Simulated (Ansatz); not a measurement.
Calculated with Ansatz (gas phase, PBE0-D4/def2-TZVP geometries, no zero-point term in ΔE). CCSD(T)/CBS is the MP2 limit (def2-TZVPP, def2-QZVPP) plus CCSD(T) − MP2 in def2-TZVPP, frozen cores. Functionals use def2-TZVPP. For Ge outer-core shells are correlated without core-valence functions, which leaves a few kJ/mol of doubt a bond. Scalar relativity is left out up to krypton.

`F[Si@H]1[GeH2][C@@H]1Cl` → `F[C@H]1[SiH2][Ge@@H]1[Cl]`  (isomerisation)

`F[Si@H]1[GeH2][C@@H]1Cl`:

Cartesian coordinates in Å:
```
F 0.401 2.530 0.474
Si -0.054 1.218 -0.308
Ge 1.003 -0.826 -0.386
C -0.669 -0.253 0.641
Cl -2.275 -0.942 0.423
H -0.869 1.593 -1.483
H 0.765 -1.711 -1.611
H 2.091 -1.350 0.553
H -0.394 -0.259 1.697
```

`F[C@H]1[SiH2][Ge@@H]1[Cl]`:

Cartesian coordinates in Å:
```
F -1.190 -0.218 -1.868
C -0.347 0.273 -0.908
Si -0.818 0.485 0.926
Ge 0.990 -0.760 0.156
Cl 3.006 -0.058 -0.105
H 0.182 1.161 -1.274
H -1.896 -0.429 1.374
H -0.904 1.835 1.534
H 0.977 -2.290 0.165
```

CCSD(T)/CBS gives +1.13 eV.

**Question.** Another level gave +0.90 eV. Which?
A. PBE0/def2-TZVPP
B. CCSD/def2-TZVPP
C. PBE/def2-TZVPP
D. r2SCAN-D4/def2-TZVPP

**Answer.** C. PBE 0.90, PBE0 0.95, r2SCAN-D4 1.00, CCSD/def2-TZVPP 1.07 eV.

Largest T1 diagnostic among the species: 0.012.

In def2-TZVPP, CCSD(T) changes the Hartree–Fock value by +0.07 eV (the triples alone add −0.00 eV) and MP2 by +0.18 eV. From PBE to PBE0 (25 % exact exchange), in def2-TZVPP and without D4, ΔE moves by +0.05 eV.
